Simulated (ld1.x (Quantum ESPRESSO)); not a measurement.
Results of a calculation; reference values are marked as such.
# Pseudopotentials across the periodic table

Generated with ld1.x 7.5 (TM, RRKJ, ultrasoft, PAW), atompaw 4.2 or ONCVPSP 4.0.1. The cutoff is in Ry: for ld1.x and atompaw files where the sum of valence levels is converged to 10 mRy in a Bessel basis, for ONCV files where the hardest occupied wave has 1 mHa per electron of residual kinetic energy. The error is the largest all-electron minus pseudo excitation energy over each file’s own four to seven test configurations (ionisations up to +4, promotions, holes and added fractions of an electron), all of which were solved. The labels leave out finer settings (local radius, basis sizes, second energies), which also bear on the numbers. Spin-polarised tests are not counted. The rows are a selection from randomly drawn settings: files with unsolved tests, undetermined cutoffs or missed reference levels are left out.

A true bound ghost makes a file unfit for plane-wave use even where its test errors are small: the radial tests pick states by their node count and pass the ghost by.

| element | potential | cutoff (Ry) | largest error (meV) | bound ghosts |
| --- | --- | --- | --- | --- |
| N | TM semilocal, PBE, scalar-relativistic, rc 0.95/1.60/1.65 (spd), local s, core correction no, reference 2s2 2p1 | 60 | +345 | none |
| Ne | ultrasoft, PBE, scalar-relativistic, rc 0.80/0.80 (sp), local smoothed, core correction yes, reference 2s2 2p6 | 120 | +136 | none |
| Si | ultrasoft, LDA (PZ), scalar-relativistic, rc 1.70/2.00/1.50 (spd), local smoothed, core correction no, reference 3s1 3p3 | 10 | +149 | none |
| Co | PAW, PBE, scalar-relativistic, rc 2.05/1.75/0.95 (spd), local smoothed, core correction yes, reference 3p6 3d7 4s1 4p0 | 140 | -226 | s |
| As | ultrasoft, LDA (PZ), scalar-relativistic, rc 1.50/1.80/2.05 (spd), local smoothed, core correction no, reference 4s2 4p2 | 18 | +315 | none |
| Br | TM, PBE, scalar-relativistic, rc 1.25/1.65/1.70 (spd), local d, core correction yes, reference 4s1.5 4p5.5 | 45 | -88 | none |
| Hf | TM, LDA (PZ), scalar-relativistic, rc 2.30/3.00/2.75 (spd), local s, core correction yes, reference 5d2 6s1 6p0 | 21 | -164 | none |

Fill in the row for As: ultrasoft, LDA (PZ), scalar-relativistic, rc 1.55/1.90/1.35 (spd), local smoothed, core correction yes, reference 4s2 4p2.

cutoff 15 Ry, largest error -301 meV, bound ghosts: none.
